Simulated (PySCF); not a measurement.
```xyz
3
charge 1 multiplicity 1, angstrom
La    0.0000    0.0000   -0.4778
Cl    2.0221    0.0000    0.9854
Cl   -2.0221    0.0000    0.9854
```

All numbers come from PySCF, PBE0, basis La def2-TZVP with ECP46, Cl def2-TZVP (scalar-relativistic core potentials, no spin–orbit coupling, density fitting).

This geometry of LaCl₂⁺ is a stationary point at this level.

Task: What is the point group?

Result: C2v.

Task: Is it a minimum?

Result: Yes: all harmonic wavenumbers are real.

Task: List the harmonic modes with their infrared intensities.

Result: 
```tsv
symmetry	ω (cm⁻¹)	IR (km/mol)	type
a1	82	5.8	bend
b2	384	128	stretch
a1	386	34.0	stretch
```

Task: Give the atomic charges and bond orders.

Result: 
```json
{"atom": "La1", "Mulliken": "1.51", "Löwdin": "0.86", "polar tensor": "2.22", "Mayer order to La1": "–"}
{"atom": "Cl2,3", "Mulliken": "-0.26", "Löwdin": "0.07", "polar tensor": "-0.61", "Mayer order to La1": "1.26"}
```

In C2v the vibrations span 2a1 + b2. Here b1 is antisymmetric to the molecular plane and b2 lies in it.

Stability towards spin polarisation was not tested. This need not be the most stable arrangement of these atoms.
